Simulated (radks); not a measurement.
Initial-state core-level shifts of neutral cadmium when its valence configuration changes from [Kr] 4d10 5s2. All-electron calculation, scalar-relativistic Kohn-Sham, LDA (Slater exchange, Perdew-Wang correlation), spin-unpolarised, spherical densities, finite nucleus; Fermi nuclear charge, rms radius 4.6087 fm. Program: a radial shooting solver on a logarithmic mesh with Libxc functionals. Shifts are changes of the shell-averaged eigenvalues in eV (positive: less bound); the change of the density at the nucleus, which sets a Mossbauer isomer shift, is in e/bohr^3, on a base of 1.63e+05.

valence              1s      2p      3s      4s  density at nucleus
4d10 5s1 5p1     -1.930  -1.883  -1.906  -1.941              -20.84
4d9 5s2 5p1      -6.840  -7.078  -6.972  -6.468              +14.42
4d10 5p2         -3.567  -3.475  -3.524  -3.589              -45.24
4d9.5 5s1.5 5p1  -4.323  -4.411  -4.378  -4.165               -4.25
4d9.5 5s2 5p0.5  -3.425  -3.535  -3.491  -3.267               +7.10
4d9 5s1 5p2      -8.439  -8.641  -8.557  -8.063              -11.86
